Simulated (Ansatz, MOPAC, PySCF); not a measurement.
Scan of H2B (cation, charge +1), singlet: symmetric bend, bond length relaxed. Scanned: H-B-H angle. Other coordinates (B-H bond length) were minimised at B3LYP/def2-TZVP.

RHF/3-21G = restricted Hartree-Fock/3-21G in PySCF; AM1, restricted, heats of formation (MOPAC); RKS-LDA (SVWN5)/6-31G* = restricted LDA (SVWN5)/6-31G*, spherical d (PySCF); FCI/cc-pVDZ = full CI/cc-pVDZ, frozen core in Ansatz (a first-principles code).

Energies relative to the lowest point of each profile, in kJ/mol; the last columns give the difference from FCI:

| a / ° | RHF/3-21G | AM1 | RKS-LDA (SVWN5)/6-31G* | FCI/cc-pVDZ | RHF/3-21G − FCI/cc-pVDZ | AM1 − FCI/cc-pVDZ | RKS-LDA (SVWN5)/6-31G* − FCI/cc-pVDZ |
|---|---|---|---|---|---|---|---|
| 180 | 0.0 | 0.0 | 0.0 | 0.0 | 0.0 | 0.0 | 0.0 |
| 169.59 | 3.8 | 3.8 | 3.3 | 3.5 | 0.3 | 0.3 | -0.2 |
| 159.94 | 14.2 | 14.1 | 12.1 | 12.9 | 1.2 | 1.2 | -0.8 |
| 148.37 | 35.2 | 35.2 | 30.3 | 32.3 | 2.8 | 2.9 | -2.1 |
| 139.13 | 58.9 | 59.0 | 50.9 | 54.4 | 4.5 | 4.6 | -3.5 |
| 131.34 | 83.8 | 84.1 | 72.7 | 77.8 | 6.0 | 6.3 | -5.0 |
| 121.70 | 121.3 | 121.6 | 105.7 | 113.0 | 8.2 | 8.5 | -7.3 |
| 110.23 | 176.3 | 176.3 | 154.4 | 165.0 | 11.4 | 11.4 | -10.6 |
| 98.16 | 248.2 | 247.4 | 217.9 | 232.5 | 15.8 | 14.9 | -14.6 |
| 89.58 | 309.6 | 307.9 | 271.9 | 289.4 | 20.2 | 18.5 | -17.5 |
| 81.81 | 373.7 | — | — | 347.8 | 25.9 | — | — |
| 70.11 | 487.0 | — | — | 448.0 | 38.9 | — | — |

RHF/3-21G is furthest from FCI/cc-pVDZ at 70.11 (38.9 kJ/mol, above); its mean absolute difference over the points is 11.3 kJ/mol.

AM1 is furthest from FCI/cc-pVDZ at 89.58 (18.5 kJ/mol, above); its mean absolute difference over the points is 6.9 kJ/mol.

RKS-LDA (SVWN5)/6-31G* is furthest from FCI/cc-pVDZ at 89.58 (-17.5 kJ/mol, below); its mean absolute difference over the points is 6.2 kJ/mol.

Dashes: no converged value, or the column stops at the first point that the program doubted or that broke a chosen test of continuity, which isn't proof of a fault.

The scan ran from 180.0 to 60.0; beyond the range shown the relaxed coordinates jump or full CI changes its symmetry label.
